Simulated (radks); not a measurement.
Task: Radial electron density D(r) = 4 pi r^2 rho(r) of an atom or ion with 20 electrons. Method: non-relativistic Kohn-Sham, PBE, spin-polarised, spherical densities, point nucleus; computed with a radial shooting solver on a logarithmic mesh with Libxc functionals.

```
   r/bohr * D(r) (the largest magnitude, 31.3, reaches the edge; | marks zero)
 0.005934 |    *
 0.006798 |      *
 0.007726 |       *
 0.008781 |         *
 0.009981 |            *
  0.01143 |               *
    0.013 |                  *
  0.01477 |                     *
  0.01692 |                         *
  0.01923 |                             *
  0.02186 |                                  *
  0.02484 |                                      *
  0.02846 |                                          *
  0.03235 |                                             *
  0.03677 |                                                *
  0.04212 |                                                 *
  0.04788 |                                                 *
  0.05441 |                                                *
  0.06185 |                                             *
  0.07085 |                                          *
  0.08053 |                                        *
  0.09153 |                                      *
   0.1049 |                                      *
   0.1192 |                                        *
   0.1355 |                                           *
    0.154 |                                                *
   0.1764 |                                                    *
   0.2005 |                                                      *
   0.2278 |                                                     *
    0.261 |                                                *
   0.2967 |                                        *
   0.3372 |                               *
   0.3832 |                        *
   0.4391 |                  *
    0.499 |                *
   0.5672 |                 *
   0.6498 |                   *
   0.7385 |                     *
   0.8394 |                    *
    0.954 |                 *
    1.093 |             *
    1.242 |        *
    1.412 |     *
    1.617 |  *
    1.838 | *
    2.089 |*
    2.375 |*
    2.721 *
    3.092 *
    3.514 *
    4.026 *
    4.576 *
    5.201 *
    5.911 *
```

What is the nuclear charge?

Result: Z = 24. The innermost maximum, from 1s, lies near 1/Z = 0.0417 bohr (found: 0.0449), and its height grows with Z. The density is that of the chromium ion Cr4+ in [Ne] 3s2 3p5.5 3d2 4p0.5; the configuration itself is not fixed sharply by these data, and Z only to about a unit. D(r) has 3 maxima, at r = 0.0449, 0.205, 0.756 bohr, and minima at 0.0992, 0.503 bohr, inside which lie 2.13, 10.52 electrons.
